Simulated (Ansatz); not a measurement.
`C[Se][AlH][Br]` and `C[Se][AlH][F]` differ in one atom or group.

Ansatz, PBE0-D4/def2-TZVP geometries, multiplicity 1. Each molecule was computed in one conformer, which needn't be the lowest.

Scalar relativity is left out up to krypton. Spin–orbit coupling is left out; it splits and shifts lone-pair levels of the heavy atoms by tenths of an eV.

```
                                                                                  property  `C[Se][AlH][Br]`
                                                       HOMO–LUMO gap (PBE/def2-TZVPP) / eV              4.04
ideal-gas entropy at 298 K and 1 bar (rigid rotor, harmonic PBE0-D4/def2-TZVP) / J/(mol·K)               374
                                                         LUMO energy (PBE/def2-TZVPP) / eV             -1.99
                                        size of the dipole moment (ωB97M-V/def2-TZVPP) / D              0.91
                                                         HOMO energy (PBE/def2-TZVPP) / eV             -6.03
                                                        LUMO energy (PBE0/def2-TZVPP) / eV             -1.27
```

Question: What does the change do to each property? (Estimate.)

Answer: Computed: 
```tsv
property	`C[Se][AlH][F]`	shift
HOMO–LUMO gap (PBE/def2-TZVPP) / eV	4.33	0.29
ideal-gas entropy at 298 K and 1 bar (rigid rotor, harmonic PBE0-D4/def2-TZVP) / J/(mol·K)	348	-26
LUMO energy (PBE/def2-TZVPP) / eV	-1.67	0.32
size of the dipole moment (ωB97M-V/def2-TZVPP) / D	2.46	1.55
HOMO energy (PBE/def2-TZVPP) / eV	-6.00	0.03
LUMO energy (PBE0/def2-TZVPP) / eV	-0.94	0.33
```

Dipoles are sizes alone; their direction can turn. Modes under 60 cm⁻¹, often nearly free rotors, make the harmonic entropy too high.

Positive LUMOs are unbound, so they and the gaps depend on the basis.
